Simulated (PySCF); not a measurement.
Br₃Sb, SMILES [Br][Sb-]([Br])[Br], charge -1, multiplicity 2.

Coordinates come from a r2SCAN-D4/def2-SVPD optimisation. The def2 effective core potentials stand for the cores of Sb; spin–orbit coupling is left out.

Two levels are set side by side: PBE/def2-SVPD (PySCF) and M06-2X/def2-SVPD (PySCF). Same geometry, gas phase. Differences are taken from unrounded values.

```
quantity                     M06-2X    PBE  PBE minus M06-2X
---------------------------  ------  -----  ----------------
α-spin orbital gap (eV)        5.63   1.90             -3.74
β-spin orbital gap (eV)        5.61   2.11             -3.50
mean polarisability (bohr³)   140.9  154.6              13.8
```

Loosely held outer electrons make PBE densities more polarisable. Differences between two approximate levels are no errors against the true value.

Rough cost on one machine, each run with all the roots and properties that it gave: M06-2X against PBE within a factor of 2.
